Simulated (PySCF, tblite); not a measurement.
Isomers of C5H14NSi (doublet state). Level: GFN2-xTB in tblite, geometry and Hessian alike; calculated harmonic values, unscaled, isolated species. Errors from tens to a few hundred cm⁻¹ against measured bands are possible. Modes of hydrogen on silicon can be 10 to 20 % off. One conformer each. Open shells enter through the occupations alone, without spin polarisation, and single modes of such species can be off by tens of per cent.

Electronic energies: B3LYP/pcH-1 single points on the GFN2-xTB geometries (PySCF, gas phase).

| SMILES | electronic energy, lowest = 0 (kcal/mol) |
| --- | --- |
| [CH2]C(C)(C)CN[SiH3] | 16.0 |
| CC(C)(C)CN[SiH2] | 0.0 |
| CC(C)(C)[CH]N[SiH3] | 3.5 |
| [CH2][SiH2]NC(C)(C)C | 2.5 |
| [CH2]C(C)(C)N[SiH2]C | 3.1 |
| C[SiH2][N]C(C)(C)C | 4.2 |

Problem. How do GFN2-xTB zero-point energies change the relative energies?

Solution. 
| SMILES | ZPE (kcal/mol) | of it from modes above 1550 cm⁻¹ | electronic (kcal/mol) | with ZPE, lowest = 0 (kcal/mol) | lowest mode (cm⁻¹) | rings |
| --- | --- | --- | --- | --- | --- | --- |
| CC(C)(C)CN[SiH2] | 112.9 | 58.7 | 0.0 | 0.4 | 43 | 0 |
| [CH2][SiH2]NC(C)(C)C | 109.9 | 59.0 | 2.5 | 0.0 | 54 | 0 |
| [CH2]C(C)(C)N[SiH2]C | 109.6 | 59.3 | 3.1 | 0.3 | 54 | 0 |
| CC(C)(C)[CH]N[SiH3] | 109.4 | 57.9 | 3.5 | 0.4 | 25 | 0 |
| C[SiH2][N]C(C)(C)C | 110.4 | 58.4 | 4.2 | 2.2 | 10 | 0 |
| [CH2]C(C)(C)CN[SiH3] | 109.2 | 57.9 | 16.0 | 12.8 | 56 | 0 |

The zero-point energies span 3.7 kcal/mol, from `[CH2]C(C)(C)CN[SiH3]` to `CC(C)(C)CN[SiH2]`. With it `[CH2][SiH2]NC(C)(C)C` becomes the lowest.

Problem. And how do the electronic energies of GFN2-xTB itself compare?

Solution. `CC(C)(C)CN[SiH2]` 0.2; `[CH2][SiH2]NC(C)(C)C` 17.4; `[CH2]C(C)(C)N[SiH2]C` 18.9; `CC(C)(C)[CH]N[SiH3]` 0.0; `C[SiH2][N]C(C)(C)C` 8.2; `[CH2]C(C)(C)CN[SiH3]` 14.6 kcal/mol, lowest = 0. Against the energies above, taken from the same isomer `CC(C)(C)CN[SiH2]`, the largest difference is 15.6 kcal/mol.

Problem. What do entropy and thermal enthalpy add at 298.15 K and 1 bar (rigid rotor, harmonic oscillator, one conformer each)?

Solution. 
```tsv
SMILES	point group	symmetry number	S (cal/(mol K))	H − H(0) (kcal/mol)	ZPE + H − H(0) − TS (kcal/mol)
CC(C)(C)CN[SiH2]	C1	1	99.3	7.16	90.4
[CH2][SiH2]NC(C)(C)C	C1	1	102.2	7.63	87.1
[CH2]C(C)(C)N[SiH2]C	C1	1	103.1	7.74	86.6
CC(C)(C)[CH]N[SiH3]	C1	1	104.9	7.66	85.8
[CH2]C(C)(C)CN[SiH3]	C1	1	99.1	7.28	86.9
```

S holds R ln(2S + 1) for the spin.

Not tabulated: `C[SiH2][N]C(C)(C)C` (lowest mode only 10 cm⁻¹).
